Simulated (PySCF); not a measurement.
C10H15F.
SMILES with atom numbers: `[F:1][C@:2]12[CH2:3][C@H:4]3[CH2:5][C@H:6]([CH2:7][C@H:8]([CH2:9]3)[CH2:10]1)[CH2:11]2`

Geometry (PBE0-D3(BJ)/def2-SVP, Å), atoms numbered from 1 in this order:
```xyz
26
C10H15F angstrom
F      1.6458    1.0331   -2.3806
C      0.8327    0.6486   -1.3248
C      1.6835    0.5036   -0.0697
C      0.7879    0.0820    1.1009
C     -0.2911    1.1474    1.3229
C     -1.1396    1.2941    0.0554
C     -1.8021   -0.0479   -0.2736
C     -0.7238   -1.1132   -0.4987
C      0.1215   -1.2580    0.7712
C      0.1777   -0.6843   -1.6623
C     -0.2363    1.7125   -1.1101
H      2.1842    1.4629    0.1403
H      2.4709   -0.2455   -0.2531
H      1.4005   -0.0214    2.0110
H     -0.9303    0.8658    2.1765
H      0.1777    2.1128    1.5778
H     -1.9140    2.0624    0.2124
H     -2.4328    0.0504   -1.1731
H     -2.4671   -0.3530    0.5518
H     -1.1985   -2.0780   -0.7416
H     -0.5141   -1.5804    1.6126
H      0.8878   -2.0390    0.6311
H      0.9626   -1.4348   -1.8512
H     -0.4041   -0.5749   -2.5922
H     -0.8183    1.8299   -2.0386
H      0.2525    2.6787   -0.9040
```

NICS = −σ at a ghost point: NICS(0) at the centroid of the ring atoms, NICS(1) 1 Å to either side along the normal of their mean plane, zz for the tensor component along that normal. Level: GIAO PBE0/pcSseg-1 (PySCF, non-relativistic, gas phase) on the PBE0-D3(BJ)/def2-SVP geometry, one conformer.

Ring bond lengths (Å), with Mayer bond orders in brackets: C2–C3 1.523 (0.99), C3–C4 1.533 (0.99), C4–C5 1.533 (1.00), C5–C6 1.532 (1.00), C6–C11 1.533 (0.99), C11–C2 1.523 (0.99); C2–C3 1.523 (0.99), C3–C4 1.533 (0.99), C4–C9 1.532 (1.00), C9–C8 1.532 (1.00), C8–C10 1.533 (0.99), C10–C2 1.523 (0.99); C2–C10 1.523 (0.99), C10–C8 1.533 (0.99), C8–C7 1.532 (1.00), C7–C6 1.532 (1.00), C6–C11 1.533 (0.99), C11–C2 1.523 (0.99).

Problem. What do the NICS probes read (ppm)?

Solution. 
```csv
ring,type,NICS(0),"NICS(1), two faces","NICS(1)zz, two faces",rms pucker (Å),"centre to ring atoms, mean (Å)"
C2–C3–C4–C5–C6–C11,6-membered carbocycle; formal bonds all single,-3.4,-3.4 / -1.7,-10.3 / 1.8,0.26,1.46
C2–C3–C4–C9–C8–C10,6-membered carbocycle; formal bonds all single,-3.5,-3.4 / -1.7,-10.3 / 1.8,0.26,1.46
C2–C10–C8–C7–C6–C11,6-membered carbocycle; formal bonds all single,-3.4,-1.7 / -3.4,1.8 / -10.3,0.26,1.46
```

Problem. What can be read from them?

Solution. 
- C2–C3–C4–C5–C6–C11: mean NICS(1)zz -4.2 ppm, shielded. C2, C3, C4, C5, C6, C11 have four or more neighbours; no verdict on aromaticity is drawn. The two faces differ by 12.1 ppm, so no symmetry operation interchanges them.
- C2–C3–C4–C9–C8–C10: mean NICS(1)zz -4.2 ppm, shielded. C2, C3, C4, C8, C9, C10 have four or more neighbours, and the NICS criterion for π rings isn't applied. The two faces differ by 12.1 ppm, so no symmetry operation interchanges them.
- C2–C10–C8–C7–C6–C11: mean NICS(1)zz -4.2 ppm, shielded. C2, C6, C7, C8, C10, C11 have four or more neighbours; no verdict on aromaticity is drawn. The two faces differ by 12.1 ppm, so no symmetry operation interchanges them.

Problem. What field does 14.1 T along the ring normal induce along that normal at the first NICS(1) probe listed for ring C2–C3–C4–C5–C6–C11, 1 Å off the ring?

Solution. NICSzz × B0 = -10.3 ppm × 14.1 T = -145 μT, against the applied field.

Problem. What are the shieldings of the ring atoms and their hydrogens in the same run (means over atoms taken as equivalent)?

Solution. 
```
   atoms                    environment  σ isotropic (ppm)
      C2                 sp3 C–F carbon               96.6
 C3 (×3)                ring CH2 carbon              139.0
 C4 (×3)  sp3 carbon at a ring junction              151.2
 C5 (×3)                ring CH2 carbon              145.8
H12 (×6)             methylene hydrogen              29.51
H14 (×3)               methine hydrogen              29.41
H15 (×3)             methylene hydrogen              29.75
H16 (×3)             methylene hydrogen              29.76
```

Problem. How do the values depend on the level or the medium?

Solution. 
```tsv
level	NICS(0), C2–C3–C4–C5–C6–C11	mean NICS(1)zz, C2–C3–C4–C5–C6–C11	NICS(0), C2–C3–C4–C9–C8–C10	mean NICS(1)zz, C2–C3–C4–C9–C8–C10	NICS(0), C2–C10–C8–C7–C6–C11	mean NICS(1)zz, C2–C10–C8–C7–C6–C11
PBE0/pcSseg-1, gas	-3.4	-4.2	-3.5	-4.2	-3.4	-4.2
wB97X-D/pcSseg-1, gas	-3.5	-4.3	-3.5	-4.3	-3.5	-4.3
```

The geometry is the same throughout.

Time: 45 s wall, 1.7 min CPU; peak memory 2.5 GiB. Hardware: Intel Xeon Platinum 8375C at 2.90 GHz, 2 threads, shared host with 128 logical CPUs at a one-minute load of 47. This is the whole shielding run at PBE0/pcSseg-1, SCF included.
